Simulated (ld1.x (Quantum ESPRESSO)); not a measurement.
## u(r) = r·R(r): atom against pseudo-atom (nitrogen (N))

Columns: radius, all-electron u(r) and pseudo u(r) of the 2s shell (level -32.31 eV) of nitrogen in the configuration [He] 2s2 2p2; PBEsol, scalar-relativistic, TM scheme, ld1.x (Quantum ESPRESSO) 7.5.

```csv
r (bohr),all-electron,pseudo
0.064,0.3430,-0.0645
0.128,0.4069,-0.1295
0.192,0.3248,-0.1957
0.256,0.1730,-0.2636
0.320,-0.0043,-0.3336
0.384,-0.1821,-0.4059
0.448,-0.3468,-0.4803
0.512,-0.4917,-0.5560
0.576,-0.6144,-0.6313
0.640,-0.7144,-0.7038
0.704,-0.7924,-0.7705
0.768,-0.8503,-0.8279
0.832,-0.8904,-0.8731
0.896,-0.9147,-0.9042
0.960,-0.9257,-0.9208
1.024,-0.9256,-0.9239
1.088,-0.9162,-0.9159
1.152,-0.8994,-0.8994
1.216,-0.8766,-0.8766
1.280,-0.8492,-0.8492
1.344,-0.8183,-0.8183
1.408,-0.7850,-0.7850
1.472,-0.7501,-0.7501
1.536,-0.7141,-0.7141
1.600,-0.6777,-0.6777
1.664,-0.6413,-0.6413
```

**Question.** How many radial nodes do the two functions have?

**Answer.** The all-electron 2s function has n − l − 1 = 1; the pseudo-wave has 0, since the states of the same l below it are removed with the core.

**Question.** At about which radius was the pseudo-wave matched?

**Answer.** 1.22 bohr. The columns agree to 0.0005 from 1.09 bohr on; several derivatives are matched, so the curves merge somewhat inside the radius.

**Question.** Where does each function peak?

**Answer.** Outermost all-electron maximum near 0.96 bohr, pseudo maximum near 1.02 bohr (to the table’s step).

**Question.** Is the pseudo-wave norm-conserving?

**Answer.** Yes: the TM scheme keeps the norm inside the radius equal to the all-electron one, which fixes the energy derivative of the logarithmic derivative at the level.
